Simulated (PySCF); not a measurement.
C3H8O2. Atoms are numbered in the order given.

```xyz
13

C      1.8257     0.1454     0.3725
C      0.4359     0.2827    -0.2117
O     -0.3026     1.3250     0.4054
C     -0.3862    -0.9971    -0.1386
O     -1.6773    -0.7799    -0.6152
H      2.3648     1.1016     0.3129
H      1.7785    -0.1581     1.4326
H      2.4105    -0.6166    -0.1646
H      0.5026     0.5791    -1.2721
H     -0.2565     1.1886     1.3600
H      0.0836    -1.7922    -0.7412
H     -0.3855    -1.3539     0.9176
H     -1.9120     0.1050    -0.2998
```
Charge 0, spin multiplicity 1.

Geometry optimised at PBE0-D3(BJ)/def2-SVP. One conformer was computed; it need not be the lowest.

Computed with PySCF with PBE0/pcSseg-1.

GIAO shieldings, no solvent; atoms listed in one row are averaged. δ = σ(ref) − σ: ¹³C against TMS (σ = 186.3 ppm); ¹⁷O against H2O (σ = 334.2 ppm); ¹H against TMS (σ = 31.56 ppm), references at their B3LYP-D3(BJ)/def2-TZVP geometries, non-relativistic.

Computed chemical shifts:
```csv
nucleus,atoms,count,δ (ppm)
¹³C,C4,1,72.7
¹³C,C2,1,71.8
¹³C,C1,1,22.7
¹⁷O,O3,1,56.5
¹⁷O,O5,1,24.1
¹H,H11,1,3.80
¹H,H9,1,3.70
¹H,H12,1,3.24
¹H,H13,1,2.24
¹H,"H6, H7, H8",3,1.35
¹H,H10,1,-0.73
```
